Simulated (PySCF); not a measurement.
## Working out the ionisation energy of Ir

Ir [Xe] 4f14 5d7 6s2 (4F) → Ir+ [Xe] 4f14 5d7 6s1 (5F). Computed with PySCF 2.14 in def2-QZVPPD with the def2 core potential (60 electrons) (7s5p4d4f2g, 88 functions), with a scalar-relativistic core potential. Frozen: 5s2 5p6. Energies in hartree (1 hartree = 27.21139 eV):

```json
{"part": "UHF", "Ir (lower)": "-103.446418", "Ir+ (upper)": "-103.188298"}
{"part": "CCSD correlation", "Ir (lower)": "-0.242258", "Ir+ (upper)": "-0.186017"}
{"part": "(T)", "Ir (lower)": "-0.011546", "Ir+ (upper)": "-0.006350"}
```

Task: What does Hartree-Fock give?

Result: (-103.188298) − (-103.446418) = 0.258120 hartree = 7.024 eV.

Task: What do CCSD and CCSD(T) give?

Result: The CCSD correlation energies differ by 0.056241 hartree = 1.530 eV and the triples by 0.005196 hartree = 0.141 eV, so CCSD gives 8.554 eV and CCSD(T) 8.695 eV.

Measured between the centres of the two terms (NIST): 8.926 eV, so CCSD(T) (valence) is off by -0.231 eV.

What remains against the reference includes basis incompleteness, the frozen core and higher excitations.
